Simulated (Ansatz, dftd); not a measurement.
Species: CH6NSi, charge 0, doublet. CH6NSi (SMILES [CH2]N[SiH3], doublet).
B3LYP-D3(BJ)/def2-TZVP minimum from Ansatz (a first-principles code):
```xyz
9

Si     1.0051    -0.2171     0.2565
N     -0.5194    -0.0460    -0.5535
C     -1.6686     0.4957     0.0002
H      1.9480    -0.7631    -0.7438
H      1.4633     1.1030     0.7509
H      0.9280    -1.1286     1.4256
H     -0.6421    -0.4860    -1.4516
H     -2.5440     0.6102    -0.6187
H     -1.5778     1.0524     0.9203
```
Charge 0, spin multiplicity 2.

Wanted: atomisation energy (electronic, to ground-state atoms), in kcal/mol. Radicals and triplets start from unrestricted determinants; spin-orbit coupling is neglected. Cores are frozen in correlated methods. No relativity. Double hybrids freeze cores in their MP2 part. For partners of very few electrons the exact lower level stands in for a higher one.

```json
[
 {"level": "r2SCAN-D3(BJ)/def2-TZVPD", "program": "Ansatz + dftd3", "atomisation energy (kcal/mol)": "704.4"},
 {"level": "B3LYP-D3(BJ)/def2-TZVPD", "program": "Ansatz + dftd3", "atomisation energy (kcal/mol)": "710.1"},
 {"level": "r2SCANh-D4/def2-TZVPD", "program": "Ansatz + dftd4", "atomisation energy (kcal/mol)": "701.1"},
 {"level": "CAM-B3LYP-D3(BJ)/def2-TZVPD", "program": "Ansatz + dftd3", "atomisation energy (kcal/mol)": "711.7"},
 {"level": "CAM-B3LYP/def2-TZVPD", "program": "Ansatz", "atomisation energy (kcal/mol)": "709.0"},
 {"level": "B2PLYP-D3(BJ)/def2-TZVPD", "program": "Ansatz + dftd3", "atomisation energy (kcal/mol)": "698.3"},
 {"level": "MP2/cc-pV(T+d)Z", "program": "Ansatz", "atomisation energy (kcal/mol)": "…"},
 {"level": "CCSDT(Q)/cc-pV(D+d)Z", "program": "Ansatz", "atomisation energy (kcal/mol)": "…"}
]
```

Problem. Complete the blanks.

Solution. 
- MP2/cc-pV(T+d)Z, atomisation energy (kcal/mol): 683.0
- CCSDT(Q)/cc-pV(D+d)Z, atomisation energy (kcal/mol): 641.2
